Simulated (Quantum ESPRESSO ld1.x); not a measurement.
The numbers below are computed, except where a source is named.
The mean radii <r> (bohr) of the occupied orbitals of an atom or ion are listed with their occupations. Code: ld1.x of Quantum ESPRESSO 7.5. Model: non-relativistic Kohn-Sham, PW91, spin-unpolarised, spherical densities, point nucleus.

orbital  occ.      <r>
1s          2  0.05691
2s          2   0.2587
2p          6   0.2262
3s          2   0.7875
3p          6   0.8277
3d          8    1.134
6p          1    20.51

Name the element and its charge.

Answer. Z = 27, cobalt, charge 0: Co in [Ar] 3d8 6p1. The 1s radius gives Z: for a bare nucleus <r> = 1.5/Z, 0.05556 bohr for Z = 27, and screening makes it slightly larger (0.05691 here). The occupations add up to 27, and the charge is Z minus that.
